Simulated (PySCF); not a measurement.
C₅HNO₃.
Numbering: `[N:1]#[C:2][C:3]1=[CH:4][C:5](=[O:6])[O:7][C:8]1=[O:9]` (hydrogens: H10 on C4)

Structure used (GFN2-xTB), in Å, numbered top down from 1:
```xyz
10
C5HNO3 angstrom
N      3.1381   -0.6051   -0.0780
C      2.0157   -0.3809   -0.0508
C      0.6364   -0.1135   -0.0170
C     -0.3967   -0.9612    0.0718
C     -1.6492   -0.1585    0.0662
O     -2.7779   -0.5202    0.1290
O     -1.2828    1.1657   -0.0285
C      0.0742    1.2890   -0.0841
O      0.6481    2.3223   -0.1691
H     -0.3970   -2.0330    0.1378
```

A PySCF run (density fitting, gas phase, GFN2-xTB geometry) gave HOMO -11.43 eV, LUMO -2.58 eV, dipole 2.76 D and E = -471.312 Eh.

Question: Which of these levels was it?
A. CAM-B3LYP/def2-SVPD
B. wB97X-D/pcSseg-1
C. PBE0/pcSseg-1
D. KT2/6-31G-J

Answer: B. It is wB97X-D/pcSseg-1. All candidates on this geometry:

```
                      level and settings                    kind  basis functions  SCF cycles     E (Eh)  HOMO (eV)  LUMO (eV)  dipole (D)
               KT2/6-31G-J, grid level 4                     GGA              112          18  -479.0970      -7.80      -4.93        2.70
PBE0/pcSseg-1, energy threshold 1e-08 Eh           global hybrid              158          12  -470.9622      -9.47      -4.27        2.67
                     CAM-B3LYP/def2-SVPD  range-separated hybrid              197          15  -471.0077     -11.00      -3.21        2.70
                        wB97X-D/pcSseg-1  range-separated hybrid              158          14  -471.3121     -11.43      -2.58        2.76
```

The nearest other candidate, by the summed differences of HOMO and LUMO, is CAM-B3LYP/def2-SVPD: its HOMO differs by +0.43 eV and its LUMO by -0.63 eV. wB97X-D ran without the empirical dispersion term, which would shift the total energy alone. Cycle counts include a coarse-grid stage where the run had one. KT2 was designed for NMR shieldings or shifts; total energies of different functionals aren't comparable.
